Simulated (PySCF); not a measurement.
# Reading the logs of faulty runs: B2H4NO cation

All numbers below are calculated, not measured. They come from PySCF 2.14.0, an open-source quantum chemistry program, on an isolated molecule that a program drew, which may never have been made. The molecule is B2H4NO cation (charge +1, singlet), drawn as the SMILES string `[BH+]OBN`.

Each row is a Hartree-Fock (HF) and frozen-core CCSD(T) single point in the cc-pVDZ basis, meant for a local HF minimum. Run 1 is clean. Each other run has one planted mistake out of seven kinds, and not every kind appears here: one electron removed, one electron added, multiplicity raised by two, geometry at a saddle point, minimal basis STO-3G, one bond length entered in bohr, all coordinates scaled. The reference is restricted for singlets and unrestricted otherwise, and also for a bond in bohr. Adding or removing an electron swaps singlet and doublet. Electrons count all cores. HOMO and LUMO are orbital energies over both spins, the gradient is its largest component, and the lowest frequency (negative if imaginary) is given only where the gradient is small. Bond lengths are over the 7 bonds as drawn. T1 is the CCSD diagnostic: over 0.02 (restricted) or 0.045 (unrestricted) a single reference is doubtful.

Geometry of the clean run:
```xyz
8
B2H4NO cation, angstrom
B    -1.7073    3.5879    1.6454
O    -1.7886    2.5749    0.9868
B    -1.6545    1.4812   -0.0328
N    -2.4231    0.3855    0.1740
H    -1.6409    4.5590    2.2929
H    -0.8860    1.7198   -0.8954
H    -3.0559    0.2610    0.9399
H    -2.3930   -0.3898   -0.4602
```

```
run,electrons,basis functions,<S^2>,HOMO (eV),LUMO (eV),gradient (hartree/bohr),lowest frequency (cm^-1),mean bond (Å),longest bond (Å),T1,HF (hartree),CCSD(T) (hartree),mistake
1,28,76,0.000,-17.15,-2.86,3.7e-05,137,1.2027,1.501,0.0180,-180.88380,-181.42184,no fault
2,29,76,0.764,-4.43,4.15,1.6e-01,-,1.2027,1.501,0.0256,-181.01612,-181.56631,one electron added
3,28,76,0.000,-16.36,-3.18,8.1e-02,-,1.3073,1.632,0.0233,-180.82891,-181.38722,?
4,28,76,0.684,-17.11,-5.45,2.5e-02,-,1.3512,2.209,0.0680,-180.74739,-181.28750,?
```

**Which mistake was planted in run 3, and what did it cost?**

The mean and the longest bond both change by the same factor, 1.087, and the gradient is no longer small. So the mistake is: all coordinates scaled. Subtracting run 1 and multiplying by 627.51 kcal/mol a hartree, the energy moved by 34.4 kcal/mol in HF and 21.7 kcal/mol in CCSD(T).

**Which mistake was planted in run 4, and what did it cost?**

The mean bond changes by a factor of 1.123 and the longest by 1.472, so the molecule wasn't scaled as a whole. A length L in bohr read as angstrom grows by (1/0.5292 - 1) L = 0.890 L. The 7 bonds together grew by 7 x 0.1485 = 1.039 Å, which gives L = 1.168 Å. That is the length of one of the B-H bonds, 1.169 Å in the clean geometry. So the mistake is: one bond length entered in bohr. Subtracting run 1 and multiplying by 627.51 kcal/mol a hartree, the energy moved by 85.6 kcal/mol in HF and 84.3 kcal/mol in CCSD(T).

Cautions from the logs. Run 3: T1 is over the limit, so its CCSD(T) energy is less reliable; run 4: T1 is over the limit, so its CCSD(T) energy is less reliable.
